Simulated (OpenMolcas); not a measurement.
## 3d⁶ along the 24-electron sequence

```
Program             : OpenMolcas
Method              : CASSCF
Basis               : ANO-RCC-VTZP
Scalar Hamiltonian  : DKH2, point nucleus
Spin-orbit coupling : state interaction with AMFI integrals over the reference wave functions, term energies averaged over their components
```

Active space for each ion: 6 electrons in 5 orbitals (3d).

Computed levels in cm-1 above ⁵D₄:

```json
{"Level": "⁵D₃", "Fe2+": "435", "Co3+": "654", "Cu5+": "1141"}
{"Level": "⁵D₂", "Fe2+": "745", "Co3+": "1112", "Cu5+": "1919"}
{"Level": "⁵D₁", "Fe2+": "946", "Co3+": "1407", "Cu5+": "2415"}
{"Level": "⁵D₀", "Fe2+": "1045", "Co3+": "1551", "Cu5+": "2658"}
{"Level": "³H₆", "Fe2+": "22496", "Co3+": "25851", "Cu5+": "32669"}
{"Level": "³H₅", "Fe2+": "22726", "Co3+": "26181", "Cu5+": "33207"}
{"Level": "³H₄", "Fe2+": "22900", "Co3+": "26421", "Cu5+": "33556"}
{"Level": "³P₂(1)", "Fe2+": "24638", "Co3+": "28190", "Cu5+": "35422"}
{"Level": "³F₄(1)", "Fe2+": "25774", "Co3+": "29562", "Cu5+": "37254"}
{"Level": "weight of ⁵D in the lowest level (%)", "Fe2+": "100", "Co3+": "100", "Cu5+": "100"}
```

Measured, with the error of the calculation in %. Measured levels: Fe2+ from Corliss and Sugar, J. Phys. Chem. Ref. Data 11, 135 (1982); Co3+ from Sugar and Corliss, J. Phys. Chem. Ref. Data 10, 1097 (1981); Cu5+ from Sugar and Musgrove, J. Phys. Chem. Ref. Data 19, 527 (1990).

```
 Level           Fe2+           Co3+           Cu5+
   ⁵D₃     436 (-0.2)     639 (+2.3)    1196 (-4.6)
   ⁵D₂     739 (+0.9)    1078 (+3.2)    1987 (-3.4)
   ⁵D₁     932 (+1.5)                   2490 (-3.0)
   ⁵D₀    1027 (+1.7)    1494 (+3.8)    2733 (-2.8)
   ³H₆  20051 (+12.2)   23680 (+9.2)   30418 (+7.4)
   ³H₅  20301 (+11.9)   24032 (+8.9)   31009 (+7.1)
   ³H₄  20482 (+11.8)   24272 (+8.9)   31288 (+7.3)
³P₂(1)  19405 (+27.0)  22883 (+23.2)  29285 (+21.0)
³F₄(1)  21462 (+20.1)  25396 (+16.4)  32756 (+13.7)
```

The fine-structure level ⁵D₀ changes by a factor of 2.54 from Fe2+ to Cu5+. Its fourth root runs 5.69, 6.28, 7.18, with steps per unit of Z of 0.59, 0.45; equal steps would mean a (Z - σ)^4 law with constant σ.

³H₆ changes by a factor of 1.45 over the same range, with steps per unit of Z of +3360, +3410 cm-1.

Without dynamic correlation excited terms often stand tens of per cent too high (terms of higher spin than the ground term too low), and those without a measured partner can miss by more than the paired ones. Some levels mix across a computed gap that differs much from the measured one, so their mixing is not that of the real levels (holds for Cu5+). Computed and measured levels are paired by configuration, term and J; levels that our copy of the source lacks, or whose pairing is in doubt (as where it misses far off the trend of its configuration), stay unpaired and out of the deviations. Only configurations of the active space appear.

A number in round brackets counts repeated terms of one configuration in the order of the reference energies.
